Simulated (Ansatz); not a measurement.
Molecule: sum formula PNH, charge 1, multiplicity 1. It need not be the lowest isomer of its formula. SMILES: [NH+]#P
Geometry: optimised at B3LYP-D3(BJ)/def2-TZVP (Ansatz, an electronic-structure program).

Wanted: vertical electron affinity (to the doublet state of charge +0; a negative value means that the extra electron is unbound and the number depends on the basis; each state is the SCF solution reached for its spin; for the singlet the Hartree-Fock reference is unstable and T1 is 0.019), in eV. Valence correlation only, unless marked. Open shells are spin-unrestricted. Spin-orbit coupling is left out. No relativistic terms. Basis-set limits of correlation are two-point, X^-3; Hartree-Fock from the larger set.

```
level                 program  vertical electron affinity (eV)
--------------------  -------  -------------------------------
PBE/def2-TZVPD         Ansatz                             6.97
B3LYP/def2-TZVPD       Ansatz                             7.07
PBE0/def2-TZVPD        Ansatz                             7.10
BHLYP/def2-TZVPD       Ansatz                             7.07
CAM-B3LYP/def2-TZVPD   Ansatz                             7.12
wB97M-V/def2-TZVPD     Ansatz                             6.83
wB97X-V/def2-TZVPD     Ansatz                             7.01
```

**Question.** Estimate the value at CCSD(T)/CBS(aug-cc-pV(T+d)Z,aug-cc-pV(Q+d)Z) as computed with Ansatz.

**Answer.** 6.88 eV, so wB97X-V/def2-TZVPD differs from it by 0.13 eV.
